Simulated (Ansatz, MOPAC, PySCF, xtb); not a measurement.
Dimer: SiH4 (SMILES [SiH4]) (first 5 atoms) with H4OSi (SMILES O[SiH3]); geometry from B3LYP-D3(BJ)/def2-TZVP, rigid monomers moved along the line of their centres of mass till H5···H8 is 1.91 Å.
(charge 0, multiplicity 1):
```xyz
11

Si    -0.006     0.150     0.198
H     -0.823     1.076     1.013
H      1.377     0.659     0.084
H     -0.609    -0.004    -1.144
H      0.017    -1.175     0.866
O     -0.468    -1.211     3.592
Si    -0.013     0.316     4.026
H     -0.603    -1.392     2.657
H      1.123     0.793     3.198
H      0.394     0.235     5.443
H     -1.122     1.289     3.879
```

Counterpoise-corrected where a basis set is named; no monomer relaxation.

The state reached by PM6, PM7 isn't checked; PM7 holds dispersion and hydrogen-bond terms.

The values were computed with Ansatz (a program for electronic structure) with Gaussian orbitals; MOPAC for PM6, PM7 (differences of heats of formation); PySCF for the dispersion terms; xtb for the GFN methods. 

Question: One of these levels gives -8.2 kJ/mol for the interaction energy. Which?
A. PM7
B. PM6
C. GFN1-xTB
D. r2SCAN-D3(BJ)/def2-TZVPPD

Answer: C, GFN1-xTB. The others give 0.7 (PM6), 21.3 (PM7), -5.7 (r2SCAN-D3(BJ)/def2-TZVPPD)
